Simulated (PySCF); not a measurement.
## Working out the ionisation energy of N(2+)

N(2+) [He] 2s2 2p1 (2P) → N(3+) [He] 2s2 (1S). Calculation: PySCF 2.14, in aug-cc-pVDZ; the non-relativistic Hamiltonian (point nucleus). Frozen: 1s2. Energies in hartree (1 hartree = 27.21139 eV):

| part | N(2+) (lower) | N(3+) (upper) |
| --- | --- | --- |
| UHF | -52.807269 | -51.068545 |
| CCSD correlation | -0.074671 | -0.084742 |
| (T) | -0.000563 | 0.000000 |

Problem. What does Hartree-Fock give?

Solution. (-51.068545) − (-52.807269) = 1.738724 hartree = 47.313 eV.

Problem. What do CCSD and CCSD(T) give?

Solution. The CCSD correlation energies differ by -0.010071 hartree = -0.274 eV and the triples by 0.000563 hartree = 0.015 eV, so CCSD gives 47.039 eV and CCSD(T) 47.054 eV.

Reference: 47.445 eV (semi-empirical (NIST evaluation); NIST Atomic Spectra Database, ionization energies), between the lowest levels; spin-orbit coupling is absent from the calculation.

A double-zeta basis recovers only part of the correlation energy.

The coupled-cluster amplitudes are large, so a single reference is strained.

What remains against the reference includes basis incompleteness, the frozen core and higher excitations.
